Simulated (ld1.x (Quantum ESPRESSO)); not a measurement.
Before and after: RRKJ potential for B (Z = 5)

* Element: boron
* Generator: ld1.x (Quantum ESPRESSO) 7.5
* Type: norm-conserving RRKJ (Kleinman–Bylander form)
* Functional: PBE
* Relativity: fully relativistic
* Frozen core: [He]
* Valence charge: 3
* Reference configuration: 2s1 2p0 (charge +2)
* Partial waves: 2s (bound): rc 1.10 bohr; 3d channel at 0.05 Ry: rc 2.05 bohr; 2p (bound, empty): rc 1.90 bohr
* Local potential: the p channel
* Core correction: none
* rho0: 0.02

Open shells are filled in proportion to 2j + 1 (rel_dist='average').

Change: local potential all-electron potential smoothed inside 0.85 bohr (lloc = -1).

Cutoffs: the cutoffs (Ry, on a coarse ladder) from which the occupation-weighted sum of valence levels, in a spherical-Bessel basis at the reference potential, stays within 10 and 1 mRy of its value at 400 Ry; they do not see the model core or the augmentation charge, which bear on the density cutoff. Errors are all-electron minus pseudo energies relative to the spin-unpolarised reference configuration.

Q: What does the change do?

A: The potential gets neither clearly harder nor softer (21 Ry and 55 Ry → 21 Ry and 50 Ry); a bound ghost appears in d, p, which as a rule spoils a file; of the 7 tests that both files solve, the error grows in 4 and shrinks in 0 by more than 15 % and 0.3 meV (median size 135.0 → 157.0 meV); the range in which the s phases agree narrows (upper end 2.0 → 0.8); the range in which the d3/2 phases agree widens (upper end 1.8 → 5.0). In the separable form a ghost depends on how the local part lies against the semilocal potential of the channel, so the choice of the local part can create or remove one.

| quantity | base | changed |
| --- | --- | --- |
| cutoff, loose | 21 Ry | 21 Ry |
| cutoff, tight | 55 Ry | 50 Ry |
| bound ghosts | none | d5/2, d3/2, p3/2, p1/2 |
| error for 2s2 2p1, meV [ΔE -33.64 eV] | +125 | +157 |
| error for 2s2 2p0, meV [ΔE -25.42 eV] | +29 | +36 |
| error for 2s2 2p0.5, meV [ΔE -30.75 eV] | +88 | +107 |
| error for 2s1 2p2, meV [ΔE -27.79 eV] | +220 | +252 |
| error for 2s0 2p3, meV [ΔE -21.92 eV] | +328 | +358 |
| error for 2s2 2p1.3, meV [ΔE -34.38 eV] | +135 | +172 |
| error for 2s1 2p1, meV [ΔE -19.28 eV] | +138 | +148 |
| s: phases at 2.25 bohr within 0.05 rad from the reference energy up to (Ry; the scan ends near 5) | 2.0 | 0.8 |
| p1/2: phases at 2.25 bohr within 0.05 rad from the reference energy up to (Ry; the scan ends near 5) | 0.6 | 0.8 |
| p3/2: phases at 2.25 bohr within 0.05 rad from the reference energy up to (Ry; the scan ends near 5) | 0.6 | 0.8 |
| d3/2: phases at 2.25 bohr within 0.05 rad from the reference energy up to (Ry; the scan ends near 5) | 1.8 | 5.0 |
| d5/2: phases at 2.25 bohr within 0.05 rad from the reference energy up to (Ry; the scan ends near 5) | 1.7 | 5.0 |

 A true bound ghost makes a file unfit for plane-wave use even where its test errors are small: the radial tests pick states by their node count and pass the ghost by.
